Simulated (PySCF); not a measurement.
## Electron correlation in Kr(2+) (krypton, charge +2)

[Ar] 3d10 4s2 4p4, high-spin 3P determinant. Calculation: PySCF 2.14, in x2c-TZVPPall with one added diffuse shell each of s, p, d type (7s6p5d1f, 57 functions); the spin-free X2C one-electron Hamiltonian (Gaussian nucleus). Frozen: [Ar] 3d10; 6 electrons correlated.

```csv
level,correlation energy (mhartree)
CCSD,-127.26
(T),-2.98
CCSD(T),-130.24
```

Diagnostics: T1 = 0.0062, D1 = 0.0200, largest double amplitude 0.036.

Question: Is a single reference adequate?

Answer: Yes, within this model without spin-orbit coupling: T1 lies below 0.03 and no double amplitude reaches 0.07.
